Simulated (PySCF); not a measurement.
Isomers of C2H6FNSi, mass 91.025 u with the commonest isotopes. Computed with PBE0-D3(BJ)/def2-SVP geometry optimisation, gas phase in PySCF 2.14.0. One conformer each, none proved a minimum here; rigid rotors.

**Question.** Order these by rotational constant C, smallest first.
A. `[CH2:1]=[C:2]([F:3])[SiH2:4][NH2:5]` with C1–C2–Si4–N5 -11°, C2–Si4–N5–H -73° and 139°
B. `[F:1][CH2:2]/[CH:3]=[N:4]\[SiH3:5]` with F1–C2–C3–N4 0°
C. `[H]/[N:1]=[CH:2]\[CH2:3][SiH2:4][F:5]` with N1–C2–C3–Si4 -98°, C2–C3–Si4–F5 -173°

**Answer.** C (1658 MHz), A (1979 MHz), B (2140 MHz).

**Question.** Order these by radius of gyration √(Σ m r²/M), smallest first.
A. `[CH2:1]=[C:2]([F:3])[SiH2:4][NH2:5]` with C1–C2–Si4–N5 -11°, C2–Si4–N5–H -73° and 139°
B. `[F:1][CH2:2]/[CH:3]=[N:4]\[SiH3:5]` with F1–C2–C3–N4 0°
C. `[H]/[N:1]=[CH:2]\[CH2:3][SiH2:4][F:5]` with N1–C2–C3–Si4 -98°, C2–C3–Si4–F5 -173°

**Answer.** B (1.626 Å), A (1.690 Å), C (1.869 Å).

**Question.** Order these by rotational constant B, largest first.
A. `[CH2:1]=[C:2]([F:3])[SiH2:4][NH2:5]` with C1–C2–Si4–N5 -11°, C2–Si4–N5–H -73° and 139°
B. `[F:1][CH2:2]/[CH:3]=[N:4]\[SiH3:5]` with F1–C2–C3–N4 0°
C. `[H]/[N:1]=[CH:2]\[CH2:3][SiH2:4][F:5]` with N1–C2–C3–Si4 -98°, C2–C3–Si4–F5 -173°

**Answer.** B (2948 MHz), A (2610 MHz), C (1722 MHz).

| SMILES | point group | Ia (u·Å²) | Ib (u·Å²) | Ic (u·Å²) | κ | μa (D) | μb (D) | μc (D) |
| --- | --- | --- | --- | --- | --- | --- | --- | --- |
| FC/C=N\[SiH3] | Cs | 73.99 | 171.41 | 236.12 | -0.66 | 2.66 | 0.51 | 0.00 |
| [H]/N=C\C[SiH2]F | C1 | 37.54 | 293.43 | 304.77 | -0.99 | 0.64 | 0.73 | 0.11 |
| C=C(F)[SiH2]N | C1 | 71.11 | 193.65 | 255.42 | -0.75 | 2.37 | 1.22 | 0.33 |
